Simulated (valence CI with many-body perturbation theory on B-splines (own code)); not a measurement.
**Hyperfine factors and g values of Pd XLI**

Computed by configuration interaction combined with many-body perturbation theory (CI+MBPT): four valence electrons over a frozen Dirac-Fock core [He], a basis of 11 s, 11 p, 10 d, 8 f, 5 g, 2 h functions for each j, with the one-electron correlation potential Σ1, the two-electron term Σ2, the three-electron term Σ3, Breit, model QED; selected CI, second order for the rest, scaled by the run's own slope (own B-spline code, finite nucleus).

No measured spectrum was set against this ion. As an estimate, large intervals hold to a few tenths of a per cent, small ones and those within an open d or f shell to about a per cent. Among the levels kept, up to 940 cm⁻¹ of a level comes from second order outside the variational space, and about a tenth of that is noise between levels of different J, which matters for small intervals.

A/g_I is the dipole constant over the nuclear g factor μ/I (μ in nuclear magnetons, uniformly magnetised nucleus), B/Q the quadrupole constant per barn. Both hold the static response of the core; the bare values leave it out. Large factors of s and p1/2 electrons are usually good to 5 to 10 %; those of open d and f shells near neutrality can be off by tens of per cent, and small factors of p3/2, d and f electrons come from cancelling terms and can be off by a factor of two or in sign, in half-filled shells by more. B is blank for J = 1/2, where it vanishes, and for nearly pure S terms. Energies count from the lowest level. Levels with J = 0 are left out.

Levels are named by their leading jj configuration (3d3/2^4 stands for four electrons in 3d with j = 3/2), which in mixed levels can hold well under half, so a name can repeat and another be missing. Letters in brackets count levels of one name in rising energy.

| Level | E (eV) | g | A/g_I (MHz) | A/g_I bare | B/Q (MHz/b) | B/Q bare |
| --- | --- | --- | --- | --- | --- | --- |
| (2s^2 2p1/2 2p3/2) J=1 | 158.7 | 1.489 | -50500 | -41400 | 171000 | 172000 |
| (2s^2 2p1/2 2p3/2) J=2 | 172.3 | 1.186 | 407000 | 410000 | 267000 | 267000 |
| (2s 2p1/2^2 2p3/2) J=2 | 304.6 | 1.648 | 958000 | 954000 | 253000 | 254000 |
| (2s^2 2p3/2^2) J=2 | 340.8 | 1.287 | 189000 | 194000 | 74000 | 74200 |
| (2s 2p1/2^2 2p3/2) J=1 | 356.7 | 1.033 | -583000 | -564000 | 252000 | 252000 |
| (2s 2p1/2 2p3/2^2) J=2 [a] | 455.7 | 1.504 | 731000 | 728000 | 205000 | 205000 |
| (2s 2p1/2 2p3/2^2) J=3 | 484.2 | 1.320 | 881000 | 875000 | -870 | -891 |
| (2s 2p1/2 2p3/2^2) J=1 [a] | 524.7 | 1.279 | -77800 | -65800 | -251000 | -252000 |
| (2s 2p1/2 2p3/2^2) J=2 [b] | 534.6 | 1.098 | 16300 | 27100 | -140000 | -141000 |
| (2s 2p1/2 2p3/2^2) J=1 [b] | 539.6 | 1.409 | 1390000 | 1370000 | 96700 | 96900 |
| (2s 2p3/2^3) J=2 | 676.0 | 1.365 | 997000 | 987000 | -321000 | -322000 |
| (2p1/2^2 2p3/2^2) J=2 | 696.6 | 1.350 | 165000 | 176000 | 63100 | 63200 |
| (2s 2p3/2^3) J=1 | 722.4 | 1.228 | -611000 | -587000 | -95000 | -95300 |
| (2p1/2 2p3/2^3) J=1 | 862.8 | 1.489 | -66000 | -49700 | -169000 | -169000 |
| (2p1/2 2p3/2^3) J=2 | 877.5 | 1.124 | 411000 | 415000 | -403000 | -404000 |
| (2s^2 2p1/2 3s) J=1 | 3509.8 | 1.331 | 1050000 | 1040000 | -11000 | -11000 |
| (2s^2 2p1/2 3p1/2) J=1 | 3553.3 | 0.659 | 723000 | 717000 | -2490 | -2490 |
| (2s^2 2p1/2 3p3/2) J=1 | 3608.7 | 1.533 | 57700 | 58000 | 48900 | 49000 |
| (2s^2 2p1/2 3p3/2) J=2 | 3613.5 | 1.165 | 319000 | 319000 | 86900 | 87000 |
| (2s 2p1/2^2 3s) J=1 | 3643.0 | 2.113 | 1840000 | 1820000 | -4880 | -4890 |
| (2s^2 2p1/2 3d3/2) J=2 | 3652.4 | 0.757 | 304000 | 302000 | 24400 | 24600 |
| (2s^2 2p1/2 3d3/2) J=1 | 3667.3 | 0.854 | -93500 | -93600 | 6610 | 6710 |
| (2s^2 2p1/2 3d5/2) J=2 | 3673.6 | 1.306 | -92900 | -91600 | 60700 | 61000 |
| (2s^2 2p1/2 3d5/2) J=3 | 3677.2 | 1.109 | 196000 | 194000 | 7200 | 7470 |
| (2s^2 2p3/2 3s) J=2 | 3686.1 | 1.459 | 318000 | 319000 | 300000 | 300000 |
| (2s^2 2p3/2 3s) J=1 | 3688.0 | 1.278 | 691000 | 689000 | 104000 | 104000 |
| (2s 2p1/2^2 3p1/2) J=1 | 3691.5 | 1.332 | 911000 | 904000 | 73000 | 73200 |
| (2s^2 2p3/2 3p1/2) J=1 | 3738.8 | 1.437 | 162000 | 169000 | 170000 | 170000 |
| (2s^2 2p3/2 3p1/2) J=2 | 3741.5 | 1.191 | 226000 | 230000 | 319000 | 320000 |
| (2s 2p1/2^2 3p3/2) J=2 | 3744.5 | 1.571 | 833000 | 825000 | 88000 | 88200 |
| (2s 2p1/2^2 3p3/2) J=1 | 3749.0 | 1.069 | -718000 | -705000 | 45600 | 45700 |

Question: Take the isotope of mass number 105, with I = 5/2, μ = -0.642 μN and Q = 0.66 b. What is the hyperfine structure of (2s^2 2p1/2 2p3/2) J=1?

Answer: From the table A = 13000 MHz, B = 113000 MHz. Shifts from the centre of gravity in MHz: F = 3/2: 33600, F = 5/2: -103000, F = 7/2: 60800.
